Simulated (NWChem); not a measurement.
System: C$_{3}$H$_{9}$Ge, doublet; SMILES [CH3][Ge]([CH3])[CH3]

NWChem input:

```
start job
memory heap 200 mb stack 900 mb global 1100 mb
geometry units angstroms noautoz
  C      0.212105     1.867867    -0.443118
  Ge     0.000000     0.000000     0.219345
  C      1.511568    -1.117622    -0.443118
  C     -1.723673    -0.750245    -0.443118
  H      0.214748     1.873519    -1.540224
  H      1.154216     2.295622    -0.088578
  H     -0.612176     2.495061    -0.091728
  H      1.515141    -1.122736    -1.540224
  H      1.410959    -2.147391    -0.088578
  H      2.466875    -0.717371    -0.091728
  H     -1.729889    -0.750783    -1.540224
  H     -1.854699    -1.777691    -0.091728
  H     -2.565175    -0.148231    -0.088578
end
basis spherical
  C library def2-svp
  Ge library def2-svp
  H library def2-svp
end
dft
  odft
  mult 2
  xc xpbe96 cpbe96
  iterations 150
  mulliken
end
task dft gradient
```

NWChem printed, in part:

```
             Northwest Computational Chemistry Package (NWChem) 7.3.0
             --------------------------------------------------------

 C3V symmetry detected

                             Geometry "geometry" -> ""
                             -------------------------

 Output coordinates in angstroms (scale by  1.889725989 to convert to a.u.)

  No.       Tag          Charge          X              Y              Z
 ---- ---------------- ---------- -------------- -------------- --------------
    1 C                    6.0000     1.32926976     1.32926976    -0.33941166
    2 Ge                  32.0000     0.00000000    -0.00000000     0.32305134
    3 C                    6.0000     0.48654650    -1.81581626    -0.33941166
    4 C                    6.0000    -1.81581626     0.48654650    -0.33941166
    5 H                    1.0000     1.33345152     1.33345152    -1.43651766
    6 H                    1.0000     2.33305113     1.07608755     0.01355334
    7 H                    1.0000     1.07608755     2.33305113     0.01355334
    8 H                    1.0000     0.48807713    -1.82152865    -1.43651766
    9 H                    1.0000    -0.23460641    -2.55852532     0.01355334
   10 H                    1.0000     1.48243777    -2.09844472     0.01355334
   11 H                    1.0000    -1.82152865     0.48807713    -1.43651766
   12 H                    1.0000    -2.55852532    -0.23460641     0.01355334
   13 H                    1.0000    -2.09844472     1.48243777     0.01355334

 Effective nuclear repulsion energy (a.u.)     277.3637029360

      Symmetry information
      --------------------

 Group name             C3v
 Group number             17
 Group order               6
 No. of unique centers     4

  pbe96 is a nonlocal functional; adding pw91lda local functional.

                                 NWChem DFT Module
                                 -----------------

 Summary of "ao basis" -> "ao basis" (spherical)
 ------------------------------------------------------------------------------
       Tag                 Description            Shells   Functions and Types
 ---------------- ------------------------------  ------  ---------------------
 C                          def2-svp                 6       14   3s2p1d
 Ge                         def2-svp                12       32   5s4p3d
 H                          def2-svp                 3        5   2s1p

      Symmetry analysis of basis
      --------------------------

        a1         31
        a2         10
        e          78

  Rotation of axis

            General Information
            -------------------
          SCF calculation type: DFT
          Wavefunction type:  spin polarized.
          No. of atoms     :    13
          No. of electrons :    59
           Alpha electrons :    30
            Beta electrons :    29
          Charge           :     0
          Spin multiplicity:     2
          Use of symmetry is: on ; symmetry adaption is: on
          Maximum number of iterations: 150
          AO basis - number of functions:   119
                     number of shells:    57
          Convergence on energy requested:  1.00D-06
          Convergence on density requested:  1.00D-05
          Convergence on gradient requested:  5.00D-04

              XC Information
              --------------
          PerdewBurkeErnzerhof Exchange Functional  1.000
            Perdew 1991 LDA Correlation Functional  1.000 local
           PerdewBurkeErnz. Correlation Functional  1.000 non-local

             Grid Information
             ----------------
          Grid used for XC integration:  medium
          Radial quadrature: Mura-Knowles
          Angular quadrature: Lebedev.
          Tag              B.-S. Rad. Rad. Pts. Rad. Cut. Ang. Pts.
          ---              ---------- --------- --------- ---------
          C                   0.70       49          11.0       434
          Ge                  1.25      112           8.0       590
          H                   0.35       45          12.0       434
          Grid pruning is: on
          Number of quadrature shells:   251
          Spatial weights used:  Erf1

      Superposition of Atomic Density Guess
      -------------------------------------

 Sum of atomic energies:       -2192.41143302

      Non-variational initial energy
      ------------------------------

 Total energy =   -2194.618789
 1-e energy   =   -3602.053402
 2-e energy   =    1130.070910
 HOMO         =      -0.124826
 LUMO         =       0.081175

   Symmetry analysis of molecular orbitals - initial alpha
   -------------------------------------------------------

  Numbering of irreducible representations:

     1 a1          2 a2          3 e

  Orbital symmetries:

[...]

                         DFT ENERGY GRADIENTS

    atom               coordinates                        gradient
                 x          y          z           x          y          z
   1 C       2.511956   2.511956  -0.641395    0.006695   0.006695  -0.003507
   2 Ge      0.000000  -0.000000   0.610479   -0.000000  -0.000000   0.001434
   3 C       0.919440  -3.431395  -0.641395    0.002451  -0.009146  -0.003507
   4 C      -3.431395   0.919440  -0.641395   -0.009146   0.002451  -0.003507
   5 H       2.519858   2.519858  -2.714625    0.000211   0.000211   0.008833
   6 H       4.408827   2.033511   0.025612   -0.008168   0.002164  -0.002902
   7 H       2.033511   4.408827   0.025612    0.002164  -0.008168  -0.002902
   8 H       0.922332  -3.442190  -2.714625    0.000077  -0.000289   0.008833
   9 H      -0.443342  -4.834912   0.025612    0.005958   0.005992  -0.002902
  10 H       2.801401  -3.965486   0.025612   -0.008156   0.002210  -0.002902
  11 H      -3.442190   0.922332  -2.714625   -0.000289   0.000077   0.008833
  12 H      -4.834912  -0.443342   0.025612    0.005992   0.005958  -0.002902
  13 H      -3.965486   2.801401   0.025612    0.002210  -0.008156  -0.002902
```

Level: PBE/def2-SVP, spin-unrestricted. In the optimisation the excess spin sits in a (C3, its own frame). The geometry was optimised at B3LYP/6-31G* (spherical d), spin-unrestricted. No stability test was run on the SCF state.
